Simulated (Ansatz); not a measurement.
Geometry optimisation, Ansatz 0.2.0, RKS r2SCAN-D4/def2-SVP.

input.yaml

```yaml
crystal:
  periodic: [false, false, false]
  atoms:
    - { symbol: Sn, position_ang: [0.450681, 0.170312, -0.545665] }
    - { symbol: Cl, position_ang: [-1.202191, 0.822039, 2.597964] }
    - { symbol: H, position_ang: [1.332135, 0.362554, -1.98795] }
    - { symbol: O, position_ang: [-1.170885, 1.273178, -0.763701] }
    - { symbol: H, position_ang: [-1.660736, 1.297477, 0.075272] }
    - { symbol: H, position_ang: [0.171958, -1.395438, 0.077761] }
    - { symbol: F, position_ang: [1.466253, 1.059623, 0.811142] }
    - { symbol: H, position_ang: [0.042085, 1.242555, 2.360377] }
basis:
  gaussian: { orbitals: def2-SVP }
hamiltonian:
  xc: r2scan
  dispersion: d4
relax:
  f_tol: 0.03
  max_steps: 50
output:
  orbitals: {}
```

Run as:

```bash
$ ansatz run input.yaml --threads 2 --pin off --max-ram 3072MiB --backend cpu --events-out ev --progress --plain --runs-dir out
```

Task: Where does it end, and by what steps?

Result: The run converged. After 7 steps the energy has fallen by 0.134 eV; H8 moved furthest, 0.30 Å.

| step | energy less start (eV) | largest force component (eV/Å) | accepted |
| --- | --- | --- | --- |
| 0 | 0.0000 | 1.099 | yes |
| 1 | -0.0994 | 0.502 | yes |
| 2 | -0.0963 | 0.529 | no |
| 3 | -0.1283 | 0.254 | yes |
| 4 | -0.1251 | 0.284 | no |
| 5 | -0.1335 | 0.048 | yes |
| 6 | -0.1344 | 0.032 | yes |
| 7 | -0.1345 | 0.012 | yes |

```xyz
8
Properties=species:S:1:pos:R:3
Sn 0.407 0.149 -0.526
Cl -1.086 0.981 2.578
H 1.382 0.470 -1.880
O -1.224 1.225 -0.751
H -1.701 1.272 0.095
H 0.163 -1.444 0.027
F 1.355 1.020 0.992
H 0.133 1.159 2.090
```

Run time: 31 s on 2 threads of Arm Neoverse V1, on a shared host, peak memory 0.17 GiB.
